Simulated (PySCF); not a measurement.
**Radial density of Pm²⁺ (promethium, charge +2)**

BLYP, [Xe] 4f4 5d1, one real determinant (an excited configuration). All numbers are calculated (PySCF 2.14, the spin-free X2C one-electron Hamiltonian (Gaussian nucleus), in x2c-QZVPPall (16s10p9d6f4g1h, 180 functions)).

```csv
r (bohr),4πr²ρ (e/bohr),4πr²(ρα − ρβ)
0.0165,81.76,0.0007
0.0278,71.20,0.0025
0.0468,86.29,0.0049
0.0787,105.1,0.0109
0.132,78.88,0.0811
0.223,90.21,0.5844
0.375,36.88,2.6147
0.630,40.17,4.3972
1.06,13.09,2.6825
1.78,6.083,1.0301
3.00,0.7172,0.3108
5.04,0.02552,0.0237
8.48,4.278e-05,0.0000
```

Densities and radii are taken from the X2C orbitals without a picture-change correction, which distorts them close to the nucleus.

⟨L²⟩ = 39.95 against 72 for a pure L term, so this real determinant mixes terms. Spin-orbit coupling, absent here, splits the open shell strongly.
